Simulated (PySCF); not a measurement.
C2H8O2Si2, SMILES C=C[Si@H](O)[SiH2]O. Atoms are numbered in the order given.

```xyz
14

C      1.6589     0.1981    -1.8699
C      1.1888     1.0023    -0.9025
Si     0.6421     0.3378     0.7700
O      1.3057    -1.1866     1.0069
Si    -1.6780     0.0346     0.5564
O     -1.9123    -0.6052    -0.9772
H      1.7933    -0.8763    -1.6970
H      1.9418     0.5702    -2.8612
H      1.0713     2.0723    -1.1249
H      1.0581     1.3010     1.8379
H      2.2697    -1.2333     1.0346
H     -2.3642     1.3563     0.7201
H     -2.2647    -0.9158     1.5394
H     -1.2359    -0.3570    -1.6214
```

Geometry: B3LYP-D3(BJ)/def2-SVP. The structure was generated by enumeration; whether it is a known compound was not checked. Other conformers were not sampled.

All values below come from PySCF with SMD-PBE0/6-31G*.

Solvation free energies are E(SMD) − E(gas) at the gas-phase geometry, for 1 M in both phases. In vacuum the dipole moment is 3.18 D.

| solvent | ΔG(solv) (kcal/mol) | its non-electrostatic (CDS) part | dipole (D) |
|---|---|---|---|
| water | -6.7 | 4.7 | 4.18 |
| 1-octanol | [?] | [?] | [?] |
| dimethylsulfoxide | -5.1 | 0.3 | 3.85 |

**Question.** Some entries are withheld; supply them. (An estimate is asked for; the answer gives what the named calculation found.)

**Answer.** 
- 1-octanol, ΔG(solv) (kcal/mol): -7.5
- 1-octanol, its non-electrostatic (CDS) part: 1.7
- 1-octanol, dipole (D): 3.99
